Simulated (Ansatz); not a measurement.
Reaction (formal exchange of groups at a C–O bond): `C[O][Ge]([CH3])([NH2])[F]` + `CSS[SiH3]` → `C[SiH2]SSC` + `[CH3][Ge]([NH2])([OH])[F]`

Computed with Ansatz on PBE0-D4/def2-TZVP structures; ΔE is electronic, products minus reactants. CCSD(T)/CBS is the MP2 limit (def2-TZVPP, def2-QZVPP) plus CCSD(T) − MP2 in def2-TZVPP, frozen cores. DFT in def2-TZVPP. B3LYP here is the variant with VWN-RPA as its local correlation; programs differ in this. For Ge outer-core shells are correlated without core-valence functions, which leaves a few kJ/mol of doubt a bond. Scalar relativity is left out up to krypton. One conformer a species, not always the lowest.

| level | ΔE (kcal/mol) | difference from CCSD(T)/CBS |
| --- | --- | --- |
| PBE0-D4 | -24.9 | 0.2 |
| B3LYP-D4 | -23.2 | 1.9 |
| ωB97X-V | -23.3 | 1.8 |
| B2PLYP | -23.7 | 1.4 |
| PBE | -24.0 | 1.1 |
| r2SCAN | -24.8 | 0.3 |
| PBE0 | -24.6 | 0.5 |
| HF/def2-TZVPP | -21.3 | 3.8 |
| MP2/def2-TZVPP | -25.8 | -0.7 |
| SCS-MP2/def2-TZVPP | -23.7 | 1.4 |
| CCSD/def2-TZVPP | -23.7 | 1.4 |
| CCSD(T)/def2-TZVPP | -23.9 | 1.2 |
| HF/def2-QZVPP | -21.3 | 3.8 |
| MP2/def2-QZVPP | -26.5 | -1.4 |
| SCS-MP2/def2-QZVPP | -24.5 | 0.6 |
| CCSD/CBS(def2) | -24.9 | 0.2 |
| CCSD(T)/CBS | -25.1 | 0 |

Largest T1 diagnostic among the species: 0.012.

In def2-TZVPP, CCSD(T) changes the Hartree–Fock value by −2.6 kcal/mol (the triples alone add −0.2 kcal/mol) and MP2 by −4.5 kcal/mol.
